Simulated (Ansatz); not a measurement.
Reaction (redistribution): `[SiH3][SiH2][SiH2][SiH2][GeH2][SiH3]` + `[SiH3][GeH2][GeH2][SiH2][GeH3]` → `[SiH3][GeH2][SiH2][GeH2][SiH3]` + `[SiH3][SiH2][SiH2][GeH2][SiH2][GeH3]`

Gas-phase electronic energies from Ansatz, PBE0-D4/def2-TZVP geometries. CCSD(T)/CBS is the MP2 limit (def2-TZVPP, def2-QZVPP) plus CCSD(T) − MP2 in def2-TZVPP, frozen cores. Functionals use def2-TZVPP. For Ge outer-core shells are correlated without core-valence functions, which leaves a few kJ/mol of doubt a bond. Scalar relativity is left out up to krypton. Each species was taken in one conformer, which may not be the lowest.

`[SiH3][SiH2][SiH2][SiH2][GeH2][SiH3]`:

```xyz
20

Si   -0.520   -2.275   -1.279
Si   -2.026   -0.638   -0.557
Si   -1.359    1.438   -1.400
Si    0.862    1.825   -0.781
Ge    1.144    1.464    1.559
Si    1.514   -0.818    2.128
H    -0.662   -2.462   -2.748
H    -0.756   -3.578   -0.602
H     0.874   -1.838   -0.998
H    -2.022   -0.567    0.931
H    -3.405   -0.983   -1.003
H    -1.493    1.446   -2.884
H    -2.216    2.523   -0.844
H     1.256    3.222   -1.118
H     1.758    0.900   -1.527
H     2.353    2.281    2.056
H    -0.098    1.986    2.308
H     2.660   -1.351    1.345
H     0.311   -1.641    1.837
H     1.826   -0.932    3.578
```

`[SiH3][GeH2][GeH2][SiH2][GeH3]`:

Z-matrix (Å, degrees):
```
Si
Ge 1 2.378
H 1 1.487 2 109.3
H 1 1.487 2 109.6 3 118.9
H 1 1.487 2 111.5 3 -120.4
Ge 2 2.428 1 109.7 3 -59.0
H 2 1.540 1 110.6 3 179.0
H 2 1.541 1 109.7 3 60.2
Si 6 2.379 2 108.5 1 48.3
H 6 1.541 2 109.5 1 -72.6
H 6 1.540 2 109.9 1 168.8
Ge 9 2.379 6 109.4 2 50.7
H 9 1.489 6 111.2 2 172.4
H 9 1.489 6 108.7 2 -68.4
H 12 1.538 9 111.6 6 180.0
H 12 1.538 9 110.2 6 59.3
H 12 1.539 9 109.8 6 -59.7
```

`[SiH3][GeH2][SiH2][GeH2][SiH3]`:

Cartesian coordinates in Å:
```
Si -1.567 2.178 -0.016
Ge 0.788 1.843 -0.047
Si 1.323 -0.042 -1.399
Ge -0.055 -1.864 -0.731
Si 0.043 -2.131 1.631
H -1.933 3.356 0.814
H -2.064 2.392 -1.401
H -2.230 0.971 0.545
H 1.280 1.578 1.390
H 1.500 3.108 -0.561
H 1.086 0.289 -2.831
H 2.755 -0.411 -1.232
H 0.377 -3.165 -1.434
H -1.509 -1.567 -1.147
H -0.433 -0.885 2.288
H -0.806 -3.266 2.080
H 1.447 -2.383 2.051
```

`[SiH3][SiH2][SiH2][GeH2][SiH2][GeH3]`:

```xyz
20

Si   -0.065   -2.696   -0.147
Si    0.223   -1.405   -2.077
Si    1.275    0.640   -1.643
Ge   -0.273    2.235   -0.784
Si   -1.413    1.374    1.118
Ge    0.172    0.561    2.696
H     1.250   -2.925    0.508
H    -0.661   -4.013   -0.499
H    -0.966   -2.016    0.821
H    -1.103   -1.149   -2.709
H     1.044   -2.192   -3.040
H     2.367    0.437   -0.651
H     1.883    1.171   -2.895
H    -1.284    2.603   -1.888
H     0.481    3.520   -0.387
H    -2.249    2.433    1.750
H    -2.311    0.269    0.686
H     1.194   -0.354    2.000
H     0.939    1.741    3.317
H    -0.504   -0.235    3.824
```

```
             level  ΔE (eV)
              PBE0     0.00
RPA@PBE/def2-TZVPP     0.00
```

(1) What does CCSD(T)/CBS give? (Best estimate.)

Largest T1 diagnostic among the species: 0.013.

## Answers

(1) Ansatz gave: 0.00 eV. The listed levels differ from it by 0.00, 0.00 eV.

Leaving LDA and LC-ωPBE aside and taking each functional with its dispersion term where it has one, the values, not all of them listed here, spread over 0.02 eV, from B2PLYP to BLYP-D4.
